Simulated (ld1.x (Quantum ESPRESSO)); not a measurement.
## What one change does to a pseudopotential (Pt, TM semilocal)

platinum (Pt), norm-conserving Troullier–Martins (semilocal form), made with ld1.x (Quantum ESPRESSO) 7.5 (PBE, scalar-relativistic). Core [Kr] 4d10 4f14 5s2, reference 5p6 5d9 6s1 6p0. Waves: 6s (bound): rc 1.90 bohr; 5p (bound): rc 1.10 bohr; 5d (bound): rc 1.80 bohr. Local part: the d channel. Core correction: none.

Change: wave 6s (bound): rc 1.90 bohr becomes 6s (bound): rc 1.74 bohr.

Cutoffs: the cutoffs (Ry, on a coarse ladder) from which the occupation-weighted sum of valence levels, in a spherical-Bessel basis at the reference potential, stays within 10 and 1 mRy of its value at 400 Ry; they do not see the model core or the augmentation charge, which bear on the density cutoff. Errors are all-electron minus pseudo energies relative to the spin-unpolarised reference configuration.

**Question.** How do hardness, ghosts and transferability respond?

**Answer.** The potential gets neither clearly harder nor softer (140 Ry and 230 Ry → 140 Ry and 230 Ry); the p channel sets the loose cutoff, while the largest relative change is in s, which becomes harder; of the 7 tests that both files solve, the error grows in 2 and shrinks in 5 by more than 15 % and 0.3 meV (median size 9.7 → 5.1 meV); neither file shows a bound ghost. A semilocal file is local in each channel, so a ghost entry of none says nothing of the separable form that plane-wave codes build from it.

```csv
quantity,base,changed
"cutoff, loose",140 Ry,140 Ry
"cutoff, tight",230 Ry,230 Ry
loose cutoff by channel (10 mRy a level),"s 18 Ry, p 70 Ry, d 35 Ry","s 25 Ry, p 70 Ry, d 35 Ry"
bound ghosts,none,none
"error for 5p6 5d9 6s0 6p0, meV [ΔE 9.19 eV]",-9.7,-8.0
"error for 5p6 5d8 6s0 6p0, meV [ΔE 29.16 eV]",+0.9,-1.8
"error for 5p6 5d7 6s0 6p0, meV [ΔE 61.38 eV]",+16,+5.1
"error for 5p6 5d8 6s1 6p0, meV [ΔE 11.17 eV]",+6.5,+17
"error for 5p6 5d6 6s0 6p0, meV [ΔE 107.03 eV]",+28,+4.0
"error for 5p6 5d9.5 6s0.5 6p0, meV [ΔE -0.12 eV]",-4.6,-3.7
"error for 5p6 5d10 6s0 6p0, meV [ΔE -0.02 eV]",-13,-11
```
